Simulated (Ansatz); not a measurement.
```xyz
9

N    -0.7038   -0.1936   -1.3883
Ti    0.4747   -0.3785    0.0341
N    -0.0992    0.8260    1.3166
Cl    0.3451   -2.4386    0.8239
Cl    2.5135    0.1489   -0.6365
H    -1.4898    0.4369   -1.4374
H    -0.6232   -0.7395   -2.2369
H     0.2824    1.7558    1.4310
H    -0.6997    0.5826    2.0934
```

Total charge 0; spin multiplicity 1.

(1) List the PBE/def2-TZVPP orbital energies in eV (the Gaussian-basis code of Ansatz). (An estimate is asked.)

## Answers

(1) Computed: Occupied: -4836.63, -2738.49, -2738.49, -531.05, -443.61, -443.60, -443.53, -380.65, -380.43, -249.07, -249.07, -189.69, -189.69, -189.65, -189.65, -189.63, -189.63, -61.42, -38.57, -38.51, -38.38, -21.04, -20.76, -19.58, -19.47, -12.52, -12.28, -9.78, -9.55, -8.81, -8.61, -8.13, -7.99, -7.84, -7.56, -6.97, -6.54. Lowest empty: -3.26, -3.05, -2.20, -2.14, -1.58, -0.67, 0.49, 1.31.
